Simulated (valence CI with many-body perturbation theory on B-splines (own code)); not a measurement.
## Pr II: calculated level list

Computed by relativistic CI+MBPT: four valence electrons over a frozen Dirac-Fock core [Xe], a basis of 7 s, 7 p, 7 d, 7 f, 4 g, 2 h functions for each j, with the one-electron correlation potential Σ1 (screened to all orders), the two-electron term Σ2, the three-electron term Σ3, Breit, model QED; selected single and double excitations, second order for the rest (own B-spline code, finite nucleus).

Against 17 measured levels this calculation errs by 526 cm⁻¹ on average and by 991 at most. These come from a selection out of the NIST Handbook of Basic Atomic Spectroscopic Data. Levels without a partner in it may be off by more, other configurations by several thousand cm⁻¹. Among the levels kept, up to 490 cm⁻¹ of a level comes from second order outside the variational space, and about a tenth of that is noise between levels of different J, which matters for small intervals. 2 measured levels below the end of the list, from 5855 cm⁻¹ on, found no clear computed partner, and computed levels of the same name lie up to 2366 cm⁻¹ from them.

Levels 136 to 180 of 211, with energies above the lowest level, 4f3.6s 5I°_4. "Leading %" is the weight of the configuration and term that name the level; weights of strongly mixed levels are sums over their largest components and can fall short. In the jj column 3d3/2^4 stands for four electrons in 3d with j = 3/2. Lifetimes count E1, E2, E3, M1 and M2 decay at the calculated energies, and are blank where another channel may lead or the interval is too uncertain; long ones can be off by a factor of two.

| No. | Configuration | Term | J | E (cm⁻¹) | Leading % | g | Leading jj | Lifetime |
| --- | --- | --- | --- | --- | --- | --- | --- | --- |
| 136 | 4f3.5d | 3G° | 3 | 12018 | 54 | 0.792 | 4f5/2^2 4f7/2 5d5/2 (69 %) |  |
| 137 | 4f2.5d2 | 5F | 1 | 12020 | 14 | 0.813 | 4f5/2^2 5d3/2 6s (27 %) |  |
| 138 | 4f2.5d2 | 5G | 3 | 12028 | 24 | 1.061 | 4f5/2 4f7/2 5d3/2 5d5/2 (38 %) |  |
| 139 | 4f2.5d.6s | 3F | 4 | 12082 | 32 | 1.232 | 4f5/2 4f7/2 5d3/2 6s (31 %) |  |
| 140 | 4f2.5d2 | 5K | 9 | 12111 | 81 | 1.220 | 4f7/2^2 5d5/2^2 (33 %) | 27.7 μs |
| 141 | 4f2.5d.6s | 5H | 5 | 12124 | 13 | 1.056 | 4f5/2 4f7/2 5d3/2 5d5/2 (18 %) |  |
| 142 | 4f3.5d | 5I° | 7 | 12191 | 52 | 1.116 | 4f7/2^3 5d3/2 (24 %) |  |
| 143 | 4f2.5d.6s | 5H | 5 | 12195 | 40 | 1.083 | 4f5/2 4f7/2 5d3/2 6s (35 %) |  |
| 144 | 4f2.5d.6s | 3P | 0 | 12204 | 44 |  | 4f5/2^2 5d3/2 6s (58 %) | 4.76 ms |
| 145 | 4f2.5d2 | 5H | 3 | 12222 | 43 | 0.717 | 4f5/2 4f7/2 5d3/2 5d5/2 (27 %) |  |
| 146 | 4f2.5d.6s | 3F | 4 | 12269 | 8 | 1.062 | 4f5/2 4f7/2 5d3/2 5d5/2 (14 %) |  |
| 147 | 4f2.5d.6s | 3K | 6 | 12328 | 20 | 0.968 | 4f5/2 4f7/2 5d3/2 5d5/2 (20 %) |  |
| 148 | 4f2.5d2 | 5F | 1 | 12397 | 28 | 1.063 | 4f5/2^2 5d3/2 6s (35 %) |  |
| 149 | 4f3.5d | 3L° | 7 | 12433 | 72 | 0.946 | 4f5/2^2 4f7/2 5d5/2 (32 %) |  |
| 150 | 4f2.5d2 | 3K | 7 | 12443 | 14 | 1.087 | 4f5/2^2 5d3/2 5d5/2 (23 %) |  |
| 151 | 4f2.5d2 | 1I | 6 | 12449 | 27 | 1.086 | 4f5/2 4f7/2 5d3/2 5d5/2 (21 %) |  |
| 152 | 4f2.5d.6s | 5F | 2 | 12480 | 52 | 0.845 | 4f5/2 4f7/2 5d5/2 6s (25 %) |  |
| 153 | 4f2.5d.6s | 3G | 5 | 12487 | 24 | 1.046 | 4f5/2 4f7/2 5d3/2 5d5/2 (19 %) |  |
| 154 | 4f2.5d2 | 5H | 3 | 12507 | 14 | 0.868 | 4f5/2^2 5d3/2 5d5/2 (19 %) |  |
| 155 | 4f2.5d2 | 3H | 6 | 12551 | 21 | 1.102 | 4f7/2^2 5d3/2 6s (16 %) |  |
| 156 | 4f2.5d2 | 3K | 8 | 12616 | 29 | 1.132 | 4f7/2^2 5d5/2^2 (36 %) | 14.3 μs |
| 157 | 4f2.5d2 | 5I | 5 | 12630 | 42 | 1.013 | 4f5/2^2 5d3/2 5d5/2 (28 %) |  |
| 158 | 4f3.5d | 5G° | 5 | 12635 | 67 | 1.206 | 4f5/2 4f7/2^2 5d5/2 (56 %) |  |
| 159 | 4f2.5d2 | 5G | 4 | 12652 | 38 | 1.063 | 4f5/2 4f7/2 5d3/2 5d5/2 (23 %) |  |
| 160 | 4f2.5d2 | 5I | 5 | 12733 | 23 | 1.016 | 4f5/2 4f7/2 5d3/2 5d5/2 (16 %) |  |
| 161 | 4f2.5d2 | 5F | 2 | 12740 | 28 | 1.017 | 4f5/2 4f7/2 5d3/2 5d5/2 (26 %) |  |
| 162 | 4f3.5d | 3K° | 7 | 12752 | 59 | 1.098 | 4f5/2 4f7/2^2 5d5/2 (52 %) |  |
| 163 | 4f2.6s2 | 3H | 4 | 12766 | 40 | 0.804 | 4f5/2^2 6s^2 (37 %) |  |
| 164 | 4f3.5d | 3H° | 6 | 12833 | 50 | 1.196 | 4f5/2 4f7/2^2 5d3/2 (29 %) |  |
| 165 | 4f2.5d2 | 5G | 5 | 12845 | 42 | 1.173 | 4f5/2 4f7/2 5d3/2 5d5/2 (31 %) |  |
| 166 | 4f2.5d.6s | 5F | 3 | 12856 | 12 | 1.095 | 4f5/2 4f7/2 5d5/2^2 (23 %) |  |
| 167 | 4f3.5d | 5I° | 8 | 12943 | 79 | 1.230 | 4f7/2^3 5d3/2 (26 %) |  |
| 168 | 4f2.5d2 | 5F | 1 | 12952 | 51 | 0.352 | 4f5/2 4f7/2 5d3/2 5d5/2 (28 %) |  |
| 169 | 4f2.5d2 | 5I | 7 | 12973 | 45 | 1.183 | 4f5/2 4f7/2 5d5/2^2 (26 %) |  |
| 170 | 4f2.5d.6s | 1F | 3 | 13009 | 18 | 0.946 | 4f5/2 4f7/2 5d5/2 6s (20 %) |  |
| 171 | 4f3.6s | 3G° | 3 | 13019 | 61 | 0.825 | 4f5/2^2 4f7/2 6s (55 %) |  |
| 172 | 4f2.5d2 | 5H | 4 | 13096 | 34 | 1.029 | 4f5/2 4f7/2 5d3/2 5d5/2 (22 %) |  |
| 173 | 4f2.5d2 | 5F | 1 | 13107 | 39 | 0.626 | 4f5/2^2 5d3/2^2 (22 %) |  |
| 174 | 4f2.5d2 | 3F | 2 | 13112 | 17 | 1.015 | 4f5/2 4f7/2 5d5/2^2 (24 %) |  |
| 175 | 4f3.6s | 3G° | 4 | 13144 | 47 | 1.071 | 4f5/2^2 4f7/2 6s (59 %) |  |
| 176 | 4f2.5d2 | 5G | 6 | 13152 | 29 | 1.193 | 4f5/2 4f7/2 5d3/2 5d5/2 (22 %) |  |
| 177 | 4f2.5d2 | 1S | 0 | 13176 | 17 |  | 4f5/2^2 5d5/2 6s (18 %) | 1.64 ms |
| 178 | 4f2.5d.6s | 3H | 5 | 13193 | 22 | 1.064 | 4f5/2 4f7/2 5d3/2 5d5/2 (16 %) |  |
| 179 | 4f2.5d.6s | 5H | 7 | 13212 | 37 | 1.246 | 4f7/2^2 5d5/2 6s (40 %) |  |
| 180 | 4f2.5d.6s | 5G | 2 | 13225 | 50 | 0.810 | 4f5/2 4f7/2 5d3/2 6s (27 %) |  |

Names give the largest LS component (configuration and term), which can be under half, so a name can repeat, a term be missing and a line seem to break the LS rules; names also repeat where a configuration has a term twice.

Where two levels of one J and parity lie close, their mixing, g and order are uncertain.
